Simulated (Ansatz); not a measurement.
Pulling on the C1–I2 bond in CH3I (SMILES CI) (multiplicity 1 held, fragments rigid). Energies count from the point at 2.156 Å.
Geometry at that point (charge 0, multiplicity 1):
| atom | x (Å) | y (Å) | z (Å) |
|---|---|---|---|
| C | -1.8269 | -0.0363 | -0.0411 |
| I | 0.3286 | 0.0065 | 0.0074 |
| H | -2.1203 | -0.8439 | -0.7016 |
| H | -2.1705 | -0.2081 | 0.9724 |
| H | -2.1618 | 0.9240 | -0.4159 |

R- and RO- levels are restricted; in cc, def2 and unpolarised 6-31G sets they are followed outwards from rest. Unrestricted levels (U-) break spin symmetry where that is lower. Active spaces are followed from a long bond inwards. Levels need not reach the same state.

Correlated levels freeze the cores. Filled d and f shells under p-block atoms count as core.

Codes used: Ansatz (a program for electronic structure) with Gaussian orbitals.  In def2 rows elements past Kr take small-core potentials, without spin–orbit coupling.

Energies in kcal/mol.

| R (Å) | U-MP2/def2-SVP | R-SCS-MP2/def2-SVP | R-CCSDT(Q)/def2-SVP | FIC-MRCISD+Q on CASSCF(6,4)/def2-SVP |
|---|---|---|---|---|
| 1.725 | 63.9 | 65.0 | 65.8 | 65.9 |
| 1.941 | 11.0 | 11.5 | 12.1 | 12.2 |
| 2.156 | 0.0 | 0.0 | 0.0 | 0.0 |
| 2.372 | 6.4 | 5.8 | 4.8 | 4.7 |
| 2.588 | 26.3 | 18.0 | 15.4 | 15.2 |
| 2.911 | 47.2 | 38.6 | 32.2 | 31.9 |
| 3.235 | 55.8 | 56.8 | 45.1 | 44.7 |
| 3.774 | 60.9 | 78.0 | 55.8 | 55.7 |
| 4.313 | 62.5 | 87.4 | 58.5 | 59.1 |
| 4.960 | 63.1 | 86.4 | 58.8 | 60.1 |
| 5.822 | 63.3 | 73.2 | 58.7 | 60.4 |
| 6.901 | 63.4 | 49.9 | 58.8 | 60.5 |

Doubts at one or more of the structures used: a spin-contaminated determinant (U-MP2/def2-SVP); a restricted determinant that unrestricted orbitals would lower (R-SCS-MP2/def2-SVP, R-CCSDT(Q)/def2-SVP); other coupled-cluster roots lie near (R-CCSDT(Q)/def2-SVP); T1 above 0.05 (R-CCSDT(Q)/def2-SVP); active orbitals that take no part (FIC-MRCISD+Q on CASSCF(6,4)/def2-SVP).
